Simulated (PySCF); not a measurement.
SiFI, SMILES [Si](F)I (connectivity only; charge and spin as stated), neutral, multiplicity 1. Atoms are numbered in the order given.

```xyz
3

Si     0.6513    -1.5787     0.0000
F     -0.7757    -2.3096     0.0000
I     -0.0403     0.8092     0.0000
```
Charge 0, spin multiplicity 1.

Coordinates come from a PBE0-D3(BJ)/def2-TZVP optimisation. The def2 effective core potentials stand for the cores of I; spin–orbit coupling is left out.

These are PBE0-D3(BJ)/def2-TZVP in PySCF values and carry that method's errors.

Frequencies are harmonic and unscaled.

Computed harmonic wavenumbers and intensities:
| mode | ν (cm⁻¹) | IR (km/mol) | Raman (Å⁴/amu) | depolarisation | moving atoms (share of kinetic energy) |
|---|---|---|---|---|---|
| 1 | 190 | 0.4 | 4.1 | 0.36 | F 70 %, I 18 %, Si 12 % |
| 2 | 366 | 103.2 | 18.1 | 0.28 | Si 83 %, I 12 % |
| 3 | 855 | 149.9 | 3.7 | 0.67 | F 60 %, Si 40 % |
